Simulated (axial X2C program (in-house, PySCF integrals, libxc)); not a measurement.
KN: properties at the nuclei

Calculated with an axial X2C code built on PySCF integrals: two-component X2C with atomic mean-field Coulomb and Gaunt terms, Gaussian nuclei, basis K dyall-cv3z, N dyall-av3z with contracted cores.

R = 2.542 Å (near the PBE0 minimum at charge 0 of the determinant lowest at the starting distance; the state shown can have its own minimum elsewhere).

Determinant lowest in the PBE0 search, Ω = 1 (⟨Sz⟩ = 1.00, ⟨Lz⟩ = 0.00 at PBE0), spin on the atoms K -0.06, N 1.06:

```csv
level,Eeff magnitude (GV/cm),Ws magnitude K (kHz),A∥/gI K (MHz),qzz K (a.u.),A∥/gI N (MHz),qzz N (a.u.),μ (D)
PBE0,0.026,0.00865,-125,-0.37,-81.1,-1.35,-7.97
HF,0.0614,0.0219,-105,-0.48,-17.5,-1.33,-9.72
BHandHLYP,0.0367,0.0127,-109,-0.43,-47.7,-1.40,-8.89
LDA,0.0132,0.00382,-181,-0.34,-95.4,-1.26,-6.51
TPSSh,0.0188,0.00617,-92.5,-0.36,-77.3,-1.38,-7.96
```

Eeff is the effective electric field on the electron electric dipole moment in this Ω state and Ws the scalar–pseudoscalar constant of the nucleus named (defined with the proton number Z and per Ω); A∥ (defined per Ω) follows by multiplying with gI = μI/(I μN); qzz is the electric field gradient, eQq0 = 234.96 MHz × Q/barn × qzz; μ is positive if the N end (last atom) is positive. The operators were transformed with the bare-nucleus X2C matrices; with these basis sets, hyperfine constants and field gradients can be off by tens of per cent, and where levels differ in sign neither size nor sign is settled.

Question: With gI(39K) = 0.2610, Q(39K) = 0.0603 barn, Q(14N) = 0.02044 barn (g factors from the IAEA table of nuclear moments by Stone; Q from Pyykkö, Mol. Phys. 2018), turn the PBE0 values of the first state into constants in MHz.

Answer: A∥(39K) = -125 × 0.2610 = -32.6 MHz; eQq0(39K) = 234.96 × (0.0603) × (-0.37) = -5.24 MHz; eQq0(14N) = 234.96 × (0.02044) × (-1.35) = -6.48 MHz.

Each state is one determinant with collinear spin, which with several unpaired electrons need not be a pure state. Unrestricted Hartree–Fock can overshoot spin polarisation at the nuclei. With several open shells hyperfine constants can be off by a factor of several. Where Eeff spreads by more than a factor of two the levels disagree and none is to be relied on. Open-shell Ω = 0 determinants with evenly filled partner blocks cannot be reached by this program, so the Ω shown need not be the lowest component. States lie within half an eV, so the first need not be the ground state. Further determinants of the search, some of them spin-mixed, are not shown. Where a field gradient or hyperfine factor spreads by more than a factor of two over the levels, a constant derived from it is not to be relied on.
